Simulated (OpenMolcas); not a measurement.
An OpenMolcas run meant for Sm⁴⁺ (ANO-RCC-VTZP, DKH2; inactive shells 1s 2s 2p 3s 3p 3d 4s 4p 4d 5s 5p; intended active space 4 electrons in 7 orbitals (4f)). One step of its input:

```
&CASPT2
Multistate=21 1 2 3 4 5 6 7 8 9 10 11 12 13 14 15 16 17 18 19 20 21
Frozen=14 9
IPEA=0.25
Imaginary=2.0
MaxIter=60
WThr=0.0 0.3 0.05
PrWF=0.5
NoMix
```

The run finished. Its levels beside those of a sound run (SS-CASPT2, IPEA 0.25 Eh, imaginary shift 0.1 Eh (closed shells correlated: 5s 5p)), in eV above each run's lowest level:

```csv
Level,This run,Usual run
4f4 5I4,0.0000,0.0000
4f4 5I5,0.2142,0.2142
4f4 5I6,0.4598,0.4597
4f4 5I7,0.7310,0.7307
4f4 5I8,1.0221,1.0213
4f4 5F1,2.0683,2.0374
4f4 5F2,2.1540,2.1231
4f4 5F3,2.2826,2.2517
4f4 5S2,2.4132,2.3822
4f4 5F4,2.4539,2.4230
```

Which setting is unsound, and how much does it matter here?

The level shift is far above the usual 0.1 to 0.3 hartree and damps the second-order energy. Against the sound run the excited levels shown move by 140 cm-1 on average and by 250 cm-1 at most.

CASPT2 does not keep the components of a term degenerate, so their means are used; among the terms shown or strongly mixed into the levels shown the widest spread is 260 cm-1 (4f4 5I, the sound run). High states are left out of the spin-orbit mixing, which shifts the levels that they would mix with. Levels of configurations outside the active space are missing.
